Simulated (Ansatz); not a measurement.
System: AgCl, net charge -1, doublet state. The spin state was set by rule; other spins were not relaxed. SMILES of the parent species: [Cl][Ag]
Geometry from a B3LYP-D3(BJ)/def2-TZVP (Ansatz, a program for electronic structure) optimisation:
```
Cl
Ag 1 2.5112
```
Charge -1, spin multiplicity 2.

Parts of the frozen-core correlation energy in def2-TZVPP (Ansatz, hartree). Frozen orbitals: 9; correlated occupied orbitals by spin: 10 and 9; virtual: 79 and 80. UHF or UKS for open shells. No spin-orbit coupling. Past Kr the def2 sets carry scalar-relativistic core potentials.

| term | value |
|---|---|
| reference (HF) | -605.70811 |
| MP2 opposite-spin | -0.39644 |
| MP2 same-spin | -0.19660 |
| CCSD correlation | -0.58005 |
| (T) | -0.02240 |
| T1 diagnostic | 0.021 |
| largest doubles amplitude | 0.036 |
| <S^2> of the reference | 0.754 |
